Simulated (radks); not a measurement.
Trend from Sc to Zn: ionisation energy by Delta-SCF between NIST ground configurations, and size. Method: scalar-relativistic Kohn-Sham, PBE, spin-unpolarised, spherical densities, finite nucleus; Fermi nuclear charge, rms radius of each element as measured or else 0.836 A^(1/3) + 0.57 fm; computed with a radial shooting solver on a logarithmic mesh with Libxc functionals.

species  configuration  IE (eV)  NIST (eV)  kind  outermost  <r> outermost (bohr)  r at 0.001 e/bohr^3 (bohr)
Sc        [Ar] 3d1 4s2    6.897      6.561  exp.         4s                  3.72                        4.97
Ti        [Ar] 3d2 4s2    7.347      6.828  exp.         4s                  3.51                        4.84
V         [Ar] 3d3 4s2    7.197      6.746  exp.         4s                  3.35                        4.73
Cr        [Ar] 3d5 4s1    6.901      6.767  exp.         4s                  3.44                        4.49
Mn        [Ar] 3d5 4s2    8.416      7.434  exp.         4s                  3.09                        4.54
Fe        [Ar] 3d6 4s2    8.729      7.902  exp.         4s                  2.99                        4.46
Co        [Ar] 3d7 4s2    6.471      7.881  exp.         4s                  2.89                        4.38
Ni        [Ar] 3d8 4s2    6.318      7.640  exp.         4s                  2.81                        4.31
Cu       [Ar] 3d10 4s1    8.148      7.726  exp.         4s                  2.94                        4.10
Zn       [Ar] 3d10 4s2    9.889      9.394  exp.         4s                  2.65                        4.19

Reference values: NIST Atomic Spectra Database (measured). Spin polarisation and multiplet splitting are left out, so open shells lie too high by an amount that depends on their filling.

Beside tabulated values, note that spin-unpolarised runs miss the spin-polarisation part of the exchange energy of open shells.
